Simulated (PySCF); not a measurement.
`C[C@H]1CC[Si@H](P)N1`, C$_{4}$H$_{12}$NPSi

Cartesian coordinates in Å; atom numbers follow the order of the lines, from 1:
```xyz
19

C    -2.0877    0.8206    0.2054
C    -1.1503   -0.2784    0.7030
C    -0.7761   -1.2619   -0.4081
C     0.3137   -0.6387   -1.2780
Si    1.2614    0.4844   -0.0679
P     3.2560   -0.2792    0.6194
N     0.1116    0.2491    1.1821
H    -1.6377    1.3356   -0.6386
H    -2.2724    1.5468    0.9945
H    -3.0398    0.3959   -0.1030
H    -1.6428   -0.8127    1.5262
H    -0.3811   -2.1648    0.0594
H    -1.6552   -1.5359   -0.9926
H     0.9153   -1.4113   -1.7508
H    -0.1284   -0.0461   -2.0766
H     1.3428    1.8586   -0.6157
H     3.8873    0.0223   -0.5735
H     3.6281    0.9261    1.1851
H     0.0455    0.7990    2.0222
```

Computed, not measured: TDDFT CAM-B3LYP/def2-SVPD circular dichroism and optical rotation, one conformer, gas phase in PySCF 2.14.0. Geometry: GFN2-xTB.

The molecule is flexible and this is one conformer; a measurement averages over conformers.

Task: Draw the ECD and absorption spectra from the lowest 12 states, each a Gaussian of half-width 0.2 eV at 1/e height.

Result: 
```tsv
E (eV)	λ (nm)	Δε (L mol⁻¹ cm⁻¹)	ε (L mol⁻¹ cm⁻¹)
5.44	228	-0.01	0.441
5.54	224	-0.14	4.19
5.64	220	-0.79	24.3
5.74	216	-2.76	86.5
5.84	212	-5.86	198
5.94	209	-7.64	325
6.04	205	-6.27	465
6.14	202	-3.52	602
6.24	199	-1.40	622
6.34	196	+0.75	596
6.44	193	+4.70	946
6.54	190	+9.28	1910
6.64	187	+6.19	3390
6.74	184	-12.83	5960
6.84	181	-36.29	10300
6.94	179	-36.17	15000
7.04	176	-12.52	16800
7.14	174	+1.56	15600
7.24	171	-4.07	15300
7.34	169	-11.36	17400
7.44	167	-10.43	17600
7.54	165	-1.14	13300
7.64	162	+19.12	8900
```
Δε uses R in velocity form, ε uses f in length form. Only the states computed contribute, so the short-wavelength end is incomplete.
